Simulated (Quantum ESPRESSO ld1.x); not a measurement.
Values are calculated unless marked as measured or tabulated.
The terbium ion Tb7+, 58 electrons, occupied as [Kr] 4d10 4f7 5s2 5p3 (the NIST ground configuration).

Code: ld1.x of Quantum ESPRESSO 7.5. Model: scalar-relativistic Kohn-Sham, LDA (Slater exchange, Perdew-Wang correlation), spin-polarised, spherical densities, point nucleus; open shells are filled with parallel spins first.

Energy parts (eV):
total: -318061.7
kinetic: 342311.7
electron-nucleus: -771353.5
Hartree: 117645.7
exchange-correlation: -6665.6

Orbitals (lengths in bohr, moments of r in powers of bohr; <r^-3> diverges for s and p1/2; r(max) is where P^2 peaks; r(90%) holds 90 % of the orbital's charge):
orbital  occ.  eigenvalue (eV)   r(max)  r(90%)  <r^-3>      <r>
1s up       1         -51922.1  0.01365  0.0389       -  0.02152
1s down     1         -51921.8  0.01365  0.0389       -  0.02152
2s up       1         -8698.32  0.07756   0.142       -  0.09156
2s down     1         -8698.01  0.07756   0.142       -  0.09156
2p up       3         -7744.41  0.06281   0.132   12090  0.08091
2p down     3         -7744.07  0.06281   0.132   12090  0.08091
3s up       1         -2014.78   0.2200   0.351       -   0.2397
3s down     1         -2011.34   0.2199   0.351       -   0.2395
3p up       3         -1720.61   0.2160   0.357    2550   0.2384
3p down     3         -1717.17   0.2159   0.356    2557   0.2381
3d up       5         -1336.17   0.1764   0.338   342.9   0.2168
3d down     5         -1333.44   0.1763   0.337   343.9   0.2164
4s up       1         -486.961   0.5042   0.776       -   0.5402
4s down     1         -479.734   0.5041   0.776       -   0.5402
4p up       3         -389.668   0.5262   0.831   578.8   0.5713
4p down     3         -382.495   0.5261   0.830   577.7   0.5713
4d up       5         -255.984   0.5448   0.925   65.64   0.6169
4d down     5         -248.823   0.5446   0.925   65.51   0.6169
5s up       1         -144.115    1.132    1.72       -    1.215
5s down     1         -137.506    1.136    1.74       -    1.227
5p up       3         -116.892    1.247    1.92   107.6    1.348
5p down     0         -110.817    1.257    1.96   103.2    1.370
4f up       7         -109.263   0.5392    1.22   9.999   0.7445
4f down     0         -101.988   0.5400    1.23   9.962   0.7498

The highest occupied level is 4f up at -109.26 eV. The configuration is held as typed, so some empty levels lie below it. Spin moment in Bohr magnetons: 10. For comparison, the ionisation energy in NIST's Atomic Spectra Database is 125 eV (theoretical). In exact Kohn-Sham theory the highest level is minus the ionisation energy, but local and semilocal functionals leave it too shallow, through self-interaction and a potential that decays too fast; potentials with the right tail come closer. Summed over all electrons, <r^2> = 22.62 bohr^2, which gives a Langevin (diamagnetic) susceptibility term of -17.9 x 10^-6 cm^3/mol. The density falls to 0.001 e/bohr^3 at r = 2.70 bohr.
